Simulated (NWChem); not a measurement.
Molecule: C₂H₄FNOSi; SMILES N[Si@H]1OC=C1F

```xyz
10

N     -0.9850    -1.9178    -0.4505
Si    -0.1073    -0.7561     0.4221
O      1.5130    -0.3584    -0.1013
C      1.1303     0.9575    -0.2564
C     -0.1919     1.0478    -0.0096
F     -0.9816     2.1134    -0.0135
H     -1.1919    -1.8212    -1.4374
H     -1.1210    -2.8623    -0.1126
H     -0.0846    -1.1878     1.8408
H      1.8948     1.6966    -0.5189
```
Atoms are numbered in this order, from 1.

Computed with NWChem. Pople sets run with spherical d functions. Structure relaxed at the PBE0/def2-SVP level. B3LYP is NWChem's, with the RPA form of VWN correlation. Vertical excitations in the gas phase; the lowest state need not have the same character in each row.

For level PBE/6-31+G*, full TDDFT:

lowest excitation, singlet (eV): 4.27
oscillator strength of that lowest state: 0.010
orbital gap (eV): 3.93

**Question.** What are these values for level B3LYP/6-31+G*, full TDDFT?

**Answer.** 
* **lowest excitation, singlet (eV)**: 4.85
* **oscillator strength of that lowest state**: 0.022
* **orbital gap (eV)**: 5.58
